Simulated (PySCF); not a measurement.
**Field gradients at the hydrogen positions**

C3H4NO2S2 (charge -1).
Z-matrix (Å and degrees, GFN2-xTB geometry), rows numbered from 1:
```
C 
S   1  1.8197
C   2  1.8112  1  100.18
C   3  1.4021  2  110.74  1   -92.24
N   4  1.1535  3  174.74  2    73.65
S   3  2.0780  2  114.68  1    28.40
O   6  1.4764  3  101.56  2    47.42
O   6  1.4691  3   98.41  2   163.16
H   1  1.0860  2  108.29  3   -61.43
H   1  1.0862  2  106.78  3   178.96
H   1  1.0869  2  109.04  3    59.55
H   3  1.0866  2  109.22  1   141.29
```

Level: PBE0/pcSseg-1 (PySCF, non-relativistic); Q(2H) = 0.00286 b; rigid geometry, the same for H and D, with no vibrational averaging.

**Question.** Rank these positions by the coupling χzz of a deuteron there, largest first.
A. H10 (methyl hydrogen)
B. H9 (methyl hydrogen)
C. H11 (methyl hydrogen)

**Answer.** A (217 kHz), C (212 kHz), B (198 kHz).

**Question.** What are Vzz, η and χzz (234.96 MHz × Q × Vzz) at all hydrogens?

**Answer.** 
```
atom  bonded to  bond length (Å)  Vzz (au)     η  χzz (kHz)
  H9         C1            1.086    0.2946  0.02        198
 H10         C1            1.086    0.3229  0.05        217
 H11         C1            1.087    0.3149  0.04        212
 H12         C3            1.087    0.3182  0.07        214
```

Geometry: GFN2-xTB, one conformer, isolated ion. The pcSseg-1 basis has no diffuse functions, a weakness for an anion. GFN2-xTB bond lengths can be off by several hundredths of an ångström, more for odd bonds, and the gradients follow them. With so small a basis the couplings can be 20 % off.
